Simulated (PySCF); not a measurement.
GeHO, charge +1, multiplicity 1. Atoms are numbered in the order given.

```xyz
3

O      0.0000     0.0000     1.2755
Ge     0.0000     0.0000    -0.3889
H      0.0000     0.0000     2.2402
```
Charge +1, spin multiplicity 1.

Coordinates come from a PBE0-D3(BJ)/def2-TZVP optimisation. The isomer is the one that the SMILES or the coordinates give; other isomers of the formula were not compared.

All values below come from PySCF with PBE0/pcSseg-2.

GIAO shieldings, no solvent; atoms alike by connectivity are averaged. δ = σ(ref) − σ: ¹⁷O against H2O (σ = 327.8 ppm); ⁷³Ge against GeH4 (σ = 1662.5 ppm); ¹H against TMS (σ = 31.54 ppm), references at their B3LYP-D3(BJ)/def2-TZVP geometries, non-relativistic.

```csv
nucleus,atoms,count,δ (ppm)
¹⁷O,O1,1,207.6
⁷³Ge,Ge2,1,-141.9
¹H,H3,1,5.70
```
